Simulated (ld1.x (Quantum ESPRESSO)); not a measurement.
# cobalt: from the effect back to the setting (RRKJ)

Base potential:

```
Element                 : cobalt (Co)
Generator               : ld1.x (Quantum ESPRESSO) 7.5
Type                    : norm-conserving RRKJ (Kleinman–Bylander form)
Functional              : PBEsol
Relativity              : scalar-relativistic
Frozen core             : [Ar]
Valence charge          : 9
Reference configuration : 3d7 4s2 4p0
Partial waves           : 4p (bound, empty): rc 3.15 bohr; 3d (bound): rc 1.00 bohr; 4s (bound): rc 2.25 bohr
Local potential         : the s channel
Core correction         : Bessel-smoothed model core inside 0.85 bohr
```

Cutoffs, loose and tight: the cutoffs (Ry, on a coarse ladder) from which the occupation-weighted sum of valence levels, in a spherical-Bessel basis at the reference potential, stays within 10 and 1 mRy of its value at 400 Ry. They do not see the model core or the augmentation charge, which bear on the density cutoff. Test errors are all-electron minus pseudo excitation energies from the reference, over the configurations 3d7 4s1 4p0; 3d7 4s0 4p0; 3d6 4s0 4p0; 3d7 4s1 4p1; 3d5 4s0 4p0; 3d7.5 4s1.5 4p0; 3d8 4s0 4p0; variants that change the core or the reference have their own tests.

Only the scale of all radii but the core radius (base = 1) is moved:

```
scale of all radii but the core radius (base = 1)  cutoff, loose  cutoff, tight  bound ghosts  largest test error (meV)
                                             0.79         260 Ry         300 Ry          none                     -2560
                                             0.92         200 Ry         230 Ry          none                     -2433
                                             1.12         140 Ry         200 Ry          none                     -2472
                                             1.24         120 Ry         160 Ry          none                     -2701
                                              1.4          90 Ry         140 Ry          none                     -2992
```

Q: One more run gave cutoff, loose: 160 Ry; cutoff, tight: 230 Ry; bound ghosts: none; largest test error (meV): -2411. Which value of the scale of all radii but the core radius (base = 1) was used?

A: 1. The loose cutoff moves one way along this sweep, from 260 Ry at 0.79 to 90 Ry at 1.4, which places the run between 0.92 and 1.12.
